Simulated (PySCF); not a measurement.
## `CCCC1=C[C@@H]2[C@@H]3[C@H]1[C@H]23`, C9H12

Geometry:
| atom | x (Å) | y (Å) | z (Å) |
| --- | --- | --- | --- |
| C1 | 2.368 | -0.764 | -0.310 |
| C2 | 2.029 | 0.384 | 0.631 |
| C3 | 0.957 | 1.308 | 0.040 |
| C4 | -0.331 | 0.599 | -0.184 |
| C5 | -1.005 | 0.345 | -1.306 |
| C6 | -2.224 | -0.402 | -0.890 |
| C7 | -2.620 | 0.050 | 0.501 |
| C8 | -1.161 | -0.006 | 0.906 |
| C9 | -1.901 | -1.207 | 0.353 |
| H10 | 1.483 | -1.365 | -0.505 |
| H11 | 3.134 | -1.402 | 0.124 |
| H12 | 2.736 | -0.380 | -1.259 |
| H13 | 2.929 | 0.970 | 0.832 |
| H14 | 1.674 | -0.020 | 1.581 |
| H15 | 0.792 | 2.142 | 0.730 |
| H16 | 1.311 | 1.715 | -0.909 |
| H17 | -0.766 | 0.604 | -2.319 |
| H18 | -2.962 | -0.738 | -1.604 |
| H19 | -3.528 | 0.356 | 0.975 |
| H20 | -0.866 | 0.044 | 1.943 |
| H21 | -2.058 | -2.216 | 0.670 |

Computed with PySCF, GIAO HSE06/pcseg-1 magnetisability, rotational g tensor and spin-rotation constants, non-relativistic, gas phase. Geometry: GFN2-xTB.

(1) How diamagnetic is it, and how anisotropic?

(2) Split it along the inertial axes a, b, c into diamagnetic and paramagnetic parts about the centre of mass, with the quadrupole moment.

(3) And the rotational g tensor?

Results:

(1) Isotropic -1540 × 10⁻³⁰ J/T², or -92.8 × 10⁻⁶ cm³/mol; principal values -1605, -1523, -1493 × 10⁻³⁰ J/T², anisotropy 100 × 10⁻³⁰ J/T² (root of half the summed squared differences of the principal values). The susceptibility is in cgs units.

(2) 
| axis | χ (10⁻⁶ cm³/mol) | diamagnetic (10⁻⁶ cm³/mol) | paramagnetic (10⁻⁶ cm³/mol) | summed x² of all electrons (Å²) | quadrupole Θ (D Å) |
| --- | --- | --- | --- | --- | --- |
| a | -95.0 | -470.5 | 375.5 | 239.3 | +2.81 |
| b | -92.1 | -1247.9 | 1155.8 | 56.1 | +0.61 |
| c | -91.2 | -1253.0 | 1161.9 | 54.8 | -3.42 |

Anisotropies 2χaa − χbb − χcc = -6.7 and 2χbb − χaa − χcc = +1.9 × 10⁻⁶ cm³/mol. Θ is traceless in Buckingham's convention.

(3) 
| axis | rotational constant (GHz) | g | nuclear part | electronic part |
| --- | --- | --- | --- | --- |
| a | 3.6545 | -0.0049 | 0.6398 | -0.6446 |
| b | 1.0988 | -0.0023 | 0.5943 | -0.5966 |
| c | 1.0902 | -0.0015 | 0.5936 | -0.5951 |

Asymmetric top; isotopes 12C, 1H; no vibrational averaging.
